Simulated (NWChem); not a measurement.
# CH5ClSn; SMILES [CH3][SnH2][Cl]

```xyz
8

Sn     0.3334    -0.3557     0.0000
C     -1.4908    -1.4737     0.0000
Cl    -0.2845     1.9288     0.0000
H      1.2657    -0.5842    -1.4192
H      1.2659    -0.5841     1.4191
H     -2.0744    -1.2251     0.8969
H     -1.2697    -2.5510    -0.0028
H     -2.0767    -1.2211    -0.8942
```
Atoms are numbered in this order, from 1.

Structure relaxed at the PBE0/def2-SVP level. def2 effective core potentials on Sn; no spin-orbit coupling.

**Question.** List the 6 lowest vertical singlet excitations and the 6 lowest triplet ones from PBE/def2-SVP with def2 effective core potentials on Sn, full TDDFT (NWChem).

**Answer.** 
```csv
state,energy (eV),oscillator strength,leading excitation (squared amplitude)
S1,5.76,0.013,HOMO → LUMO (0.98)
S2,5.81,0.012,HOMO−1 → LUMO (0.98)
S3,6.45,0.005,HOMO−1 → LUMO+1 (0.96)
S4,6.47,0.022,HOMO → LUMO+1 (0.90)
S5,6.99,0.001,HOMO−2 → LUMO (0.90)
S6,7.15,0.001,HOMO−1 → LUMO+2 (0.88)
T1,5.30,spin-forbidden,HOMO → LUMO (0.99)
T2,5.33,spin-forbidden,HOMO−1 → LUMO (0.99)
T3,6.10,spin-forbidden,HOMO → LUMO+1 (0.88)
T4,6.17,spin-forbidden,HOMO−1 → LUMO+1 (0.88)
T5,6.46,spin-forbidden,HOMO−2 → LUMO (0.89)
T6,6.62,spin-forbidden,HOMO−4 → LUMO (0.90)
```
